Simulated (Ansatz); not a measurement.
`CCB(N)N` + `NB(F)S` → `CSB(N)F` + `CB(N)N`  (substitution at a C–C bond)

Isolated molecules relaxed with PBE0-D4/def2-TZVP in Ansatz; ΔE leaves out vibrations. CCSD(T)/CBS adds triple-zeta CCSD(T) − MP2 to the extrapolated MP2 energy (def2 sets, frozen cores). This one scheme is used for every species. Functionals use def2-TZVPP. Each species was taken in one conformer, which may not be the lowest.

(1) Is it downhill or uphill in electronic energy at CCSD(T)/CBS, and by how much? (Estimate.)

(2) What do these levels give: r2SCAN-D4, PBE0-D4, ωB97X-V, PBE, MP2/def2-TZVPP, SCS-MP2/def2-TZVPP? (Best estimate.)

Largest T1 diagnostic among the species: 0.012.

Results:

(1) Ansatz gave: Nearly level: ΔE = -0.01 eV.

(2) Computed: r2SCAN-D4 -0.04, PBE0-D4 -0.02, ωB97X-V -0.01, PBE -0.04, MP2/def2-TZVPP 0.01, SCS-MP2/def2-TZVPP 0.01 eV.
